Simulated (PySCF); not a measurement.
Fractional electron number in Cr- (chromium, charge -1)

The 4s beta orbital of [Ar] 3d5 4s2 is emptied in steps (occupation f), with all orbitals relaxed, ending at [Ar] 3d5 4s1. Calculation: PySCF 2.14, in aug-cc-pVTZ; no relativity, point nucleus. The exact energy is a straight line in f; departures are measured from the line between the end points of the same method.

**Question.** Among PBE0, r2SCAN, LC-wPBE, which shows the largest delocalisation error (convex curve), and which is closest to linear?

**Answer.** Most convex: r2SCAN (-0.304 eV at f = 0.4); closest to linear: LC-wPBE (0.049 eV).

| f | PBE0 (eV) | r2SCAN (eV) | LC-wPBE (eV) |
| --- | --- | --- | --- |
| 1 | 0.000 | 0.000 | 0.000 |
| 0.8 | -0.177 | -0.218 | 0.032 |
| 0.6 | -0.267 | -0.320 | 0.048 |
| 0.4 | -0.266 | -0.304 | 0.049 |
| 0.2 | -0.171 | -0.179 | 0.034 |
| 0 | 0.000 | 0.000 | 0.000 |

```csv
method,E(f=0) − E(f=1) (eV),−ε at f=1 (eV),−ε at f=0.4 (eV)
PBE0,0.300,-0.789,0.539
r2SCAN,0.314,-1.049,0.679
LC-wPBE,0.201,0.404,0.166
```

As f goes to zero the orbital energy of a semilocal functional can turn back, because the density of that orbital vanishes from the exchange-correlation potential.

At f = 1 the orbital energy is positive for PBE0, r2SCAN: only the finite basis holds the electron.

Reference removal energy between the ground levels: 0.676 eV (measured; photodetachment measurements, as compiled on the Wikipedia data page of electron affinities).
